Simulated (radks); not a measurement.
Excited configurations of Sr I: one electron is placed in a higher orbital outside [Kr] 5s1. The ground configuration is [Kr] 5s2. All-electron calculation, scalar-relativistic Kohn-Sham, PBE, spin-polarised, spherical densities, point nucleus; open shells are filled with parallel spins first (spin-orbit coupling, left out, can overturn this in heavy ions). Program: a radial shooting solver on a logarithmic mesh with Libxc functionals. Excitation = E - E(ground); binding = E(ion) - E, where the ion is the core of charge +1; n* = 1/sqrt(2 binding) in atomic units, and the quantum defect is n - n*.

outer orbital  excitation (eV)  binding (eV)     n*  quantum defect
4d                       1.870         3.829  1.885           2.115
5p                       1.824         3.875  1.874           3.126
5d                       4.142         1.557  2.956           2.044
5f                       4.991         0.708  4.383           0.617
6s                       3.471         2.228  2.471           3.529
6d                       4.702         0.997  3.694           2.306
6f                       5.173         0.526  5.086           0.914
7s                       4.445         1.254  3.294           3.706
7p                       4.691         1.008  3.674           3.326
7d                       5.020         0.679  4.477           2.523

The Delta-SCF ionisation energy is 5.699 eV (NIST Atomic Spectra Database: 5.695 eV, measured). Self-interaction in the functional shifts the binding energies and quantum defects, so they are the method's values and not measured ones.
